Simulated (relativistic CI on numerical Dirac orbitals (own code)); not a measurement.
**Spin-allowed bands of a d7 ion in an octahedral site, by hand**

Problem. Take Δ = 7290 cm⁻¹ and B = 810 cm⁻¹ for a high-spin d7 ion in an octahedral site. Calculate the three spin-allowed bands.

Working.
1. The terms of highest spin are 4F (energy 0) and 4P (15B = 12150 cm⁻¹). Here the F term splits into A2 at +1.2Δ = 8748, T2 at +0.2Δ = 1458 and T1 at −0.6Δ = -4374 cm⁻¹.
2. The two T1 states mix through the element 0.4Δ: H = [[-4374, 2916], [2916, 12150]], with roots ½(H₁₁ + H₂₂) ∓ ½√[(H₂₂ − H₁₁)² + 4H₁₂²] = ½(7776) ∓ ½(17523) = -4873 and 12649 cm⁻¹.
3. The ground term is 4T1 at -4873 cm⁻¹.
4. Bands: 4T2 6331 cm⁻¹ (1579 nm), 4A2 13621 cm⁻¹ (734 nm), 4T1(P) 17523 cm⁻¹ (571 nm).

Check. Exact diagonalisation of the whole d7 shell with these parameters gives 4T2 6331, 4A2 13621, 4T1 17523 cm⁻¹. The match is exact, since without spin-orbit coupling no other term has this spin. The ratio of the second band to the first, 2.151, depends on Δ/B = 9.0 alone, which is how a Tanabe-Sugano diagram is read.
